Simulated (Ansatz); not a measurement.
Basis-set extrapolation for C$_{2}$H$_{8}$O$_{2}$Si (`OCC[SiH2]O`) (PBE0-D4/def2-TZVP geometry, frozen core, the Gaussian-basis code of Ansatz). Multiplicity 1, RHF reference.

```
                      def2-TZVPP   def2-QZVPP
                 HF  -519.210685  -519.230983
    MP2 correlation    -0.958164    -1.029490
CCSD(T) correlation    -1.036414      not run
```

Energies in hartree. Use E(X) = E(∞) + A·exp(−7.88·√X) for Hartree–Fock and E(X) = E(∞) + B·X^(−2.97) for correlation, with X = 3 and 4, and add CCSD(T) minus MP2 of the smaller set to the MP2 limit.

**Question.** What is the CCSD(T) energy at the basis-set limit?

**Answer.** HF limit: -519.230983 + (-0.020298) × 0.13774 = -519.23378. MP2 limit: -1.029490 + (-0.071326) × 0.74074 = -1.08232. Higher-order term: -1.036414 − (-0.958164) = -0.07825. Total: -520.39435 hartree, 4.01 eV below CCSD(T)/def2-TZVPP.
